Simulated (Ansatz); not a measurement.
```yaml
crystal:
  periodic: [false, false, false]
  atoms:
    - {symbol: O, position_ang: [-0.635770, 0.529887, 0.907932]}
    - {symbol: Ga, position_ang: [0.528858, -0.539090, -0.439477]}
    - {symbol: Cl, position_ang: [1.439776, -2.062103, 0.737218]}
    - {symbol: Cl, position_ang: [-1.104862, -1.093182, -1.725411]}
    - {symbol: Cl, position_ang: [1.737269, 1.137295, -1.038784]}
    - {symbol: H, position_ang: [-0.048825, 1.452826, 0.952278]}
    - {symbol: H, position_ang: [-0.348825, 1.452826, 0.902278]}
basis:
  gaussian: {orbitals: pcseg-2}
hamiltonian: {xc: {name: PBE0}, dispersion: d4}
output: {forces: true}
```

```sh
$ ansatz run in.yaml --threads 4 --pin off --events-out ev --progress --plain --max-ram 10444MiB
```

Output, abridged:

```
Functional definition: PBE0
1481 factors; their error is unknown
mean field evaluation 1: about -91990.5782 eV, gradient 3.7e1 eV
mean field evaluation 2: about -91989.5282 eV, gradient 4.6e1 eV
mean field evaluation 4: about -91992.9920 eV, gradient 1.1e0 eV
mean field evaluation 8: about -91993.0017 eV, gradient 2.9e-2 eV
mean field evaluation 16: about -91993.5045 eV, gradient 2.0e-4 eV
mean field -91993.50446241 eV, -3380.6989335567 hartree, gradient 5.5e-5 eV, S^2 0.000000; 0 other end points of the search recorded, 0 dependent functions left out
reference -91993.50449480 eV, -3380.6989347469 hartree; 46, 46 occupied and 157, 157 virtual orbitals, 1481 factors
Total energy: -91993.71578956 eV, -3380.7066996861 hartree
Atom 0 at    -0.635770     0.529887     0.907932 Å, force    -0.469701    -2.246644     0.475534 eV/Å
Atom 1 at     0.528858    -0.539090    -0.439477 Å, force    -0.172505    -0.452469    -0.507753 eV/Å
Atom 2 at     1.439776    -2.062103     0.737218 Å, force    -0.024840     0.096801     0.003801 eV/Å
Atom 3 at    -1.104862    -1.093182    -1.725411 Å, force     0.255303     0.033821     0.135230 eV/Å
Atom 4 at     1.737269     1.137295    -1.038784 Å, force    -0.016803     0.123870     0.120552 eV/Å
Atom 5 at    -0.048825     1.452826     0.952278 Å, force   114.968554    -1.445916    19.230501 eV/Å
Atom 6 at    -0.348825     1.452826     0.902278 Å, force  -114.540007     3.890538   -19.457864 eV/Å
Dipole moment:    -0.144817     0.707822     0.467369 e Å
```

(1) Something in this input is off. What?

Answers

(1) One atom was put on top of another. The run converged. The result belongs to that input, not to the molecule as meant.
